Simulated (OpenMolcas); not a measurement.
Ni2+ among 5 point charges of -1.3 e arranged as a trigonal bipyramid (D3h), 1.73 Å from the ion, with the axial distance 1.592 Å.

```
Program             : OpenMolcas 26.06
Method              : CASSCF
Basis               : ANO-RCC-VTZP [6s5p3d2f1g]
Scalar Hamiltonian  : DKH2, point nucleus
Active space        : 8 electrons in 5 orbitals (3d)
State averaging     : 2S+1 = 3 even, 10 roots; 2S+1 = 1 even, 15 roots
Spin-orbit coupling : state interaction with AMFI integrals over the reference wave functions
```

Problem. What is the spin-free ground state (labels of D3, the rotations of D3h)?

Solution. 3E, 2-fold in its orbital part, 100 % from free-ion F terms; it has the highest spin that d8 allows.

Problem. Where is the first state of the same spin?

Solution. 3E at 1630 cm-1 above the ground state.

Problem. What are the lowest two levels with spin-orbit coupling?

Solution. A 1-fold level A2, then a 1-fold level A1 0.2 cm-1 above it. Their leading multiplicities are 3 (100 %) and 3 (100 %).

Problem. What is χT at 300 K, and how does it compare with the textbook value?

Solution. The lowest level has 2S+1 = 3, for which the spin-only value is χT = S(S+1) / 2 = 1.000 cm3 K/mol (g = 2). The computed 2.798 at 300 K differs by +1.798, through orbital momentum, spin-orbit coupling and any other state in reach.

An orbital doublet at a regular site is open to a Jahn-Teller distortion, which this geometry leaves out. Without dynamic correlation the repulsion within the d shell is too large (B by tens of per cent), so at a given field states of lower spin stand too high. The ground term spreads over less than 5000 cm-1, several times less than with real ligands, so orbital moments are less quenched and χT lies further from the spin-only value than at real sites. This is an electrostatic model: the charges have no orbitals. No measured value stands beside these numbers.
